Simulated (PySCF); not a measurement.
Simulated outer-valence photoelectron spectrum of gallium cyanide, `N#[C][Ga]` [singlet]. Computed with EOM-IP-CCSD/aug-cc-pVDZ in PySCF, restricted Hartree–Fock reference, 11 core orbitals frozen, non-relativistic, gas phase, PBE0-D3(BJ)/def2-SVP geometry.

Each root has a Gaussian of 0.6 eV full width with its one-hole share as area; cross sections and vibrations are left out, and the highest printed point is 100.

ionisation energy (eV), intensity and a bar:
```
      9.0          0 
      9.2          1 
      9.4          7 ##
      9.6         23 #######
      9.8         42 #############
     10.0         42 ############
     10.2         22 #######
     10.4          6 ##
     10.6          1 
     10.8          0 
     11.0          0 
     11.2          0 
     11.4          0 
     11.6          3 #
     11.8         16 #####
     12.0         51 ###############
     12.2         91 ###########################
     12.4        100 ##############################
     12.6         79 ########################
     12.8         52 ###############
     13.0         24 #######
     13.2          7 ##
     13.4          1 
     13.6          0 
     13.8          0 
     14.0          0 
     14.2          0 
     14.4          0 
     14.6          0 
     14.8          0 
     15.0          0 
     15.2          0 
     15.4          2 
     15.6          9 ###
     15.8         25 ########
     16.0         39 ############
     16.2         33 ##########
     16.4         15 ####
     16.6          4 #
     16.8          0
```

Where are the maxima, and how many lines lie under the curve?

3 maxima, at 9.9, 12.3 and 16.0 eV, from 4 lines (5 roots with degenerate partners counted). At this width some lines have no maximum of their own.

List the lines with their holes.

| E (eV) | leading hole (HF orbital) | area | Koopmans (eV) |
| --- | --- | --- | --- |
| 9.90 | HOMO | 0.96 | 9.94 |
| 12.28 | HOMO-1/HOMO-2 | 1.90 | 12.41 |
| 12.71 | HOMO-3 | 0.92 | 14.78 |
| 16.04 | HOMO-4 | 0.84 | 18.19 |

The widest gap, 3.33 eV, lies between 12.71 and 16.04 eV. Only orbitals with −ε under 21 eV, eight at most, were ionised, so the high end of the curve may lack lines.
